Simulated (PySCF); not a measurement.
## Curvature of the energy in the electron number along the 4d series, charge +1

Calculated with PySCF 2.14, in aug-cc-pVDZ-PP with ECP28MDF, ECP: one orbital is emptied in steps, and each cell gives the departure of E from the straight line at half an electron, in eV (from a cubic fit). The exact functional gives zero.

```
species   orbital    LDA    PBE  r2SCAN   PBE0  BHandHLYP  LC-wPBE  wB97X   UHF
    Mo⁺  4d alpha  -1.32  -1.29   -1.20  -0.90      -0.51    -0.19  -0.27  0.28
    Tc⁺  5s alpha  -0.86  -0.86   -0.77  -0.62      -0.40    -0.03  -0.06  0.04
    Ru⁺   4d beta  -1.38  -1.34   -1.25  -0.92      -0.52    -0.20  -0.31  0.37
    Rh⁺   4d beta  -1.46  -1.42   -1.31  -0.96      -0.52    -0.24  -0.34  0.42
    Pd⁺   4d beta  -1.53  -1.49   -1.37  -1.00      -0.53    -0.28  -0.37  0.47
    Ag⁺   4d beta  -1.63  -1.59   -1.49  -1.07      -0.55    -0.34  -0.42  0.52
    Cd⁺  5s alpha  -0.94  -0.95   -0.83  -0.69      -0.47    -0.06  -0.10  0.03
```

Problem. How does the mean departure depend on the functional?

Solution. LDA -1.30 eV; PBE -1.28 eV; r2SCAN -1.17 eV; PBE0 -0.88 eV; BHandHLYP -0.50 eV; LC-wPBE -0.19 eV; wB97X -0.27 eV; UHF 0.30 eV. Semilocal functionals are convex (delocalisation error), Hartree-Fock is concave or straight, and exact exchange removes curvature roughly in proportion to its share, so among the functionals the range-separated hybrids usually come closest to zero.

No spin-orbit coupling is included.
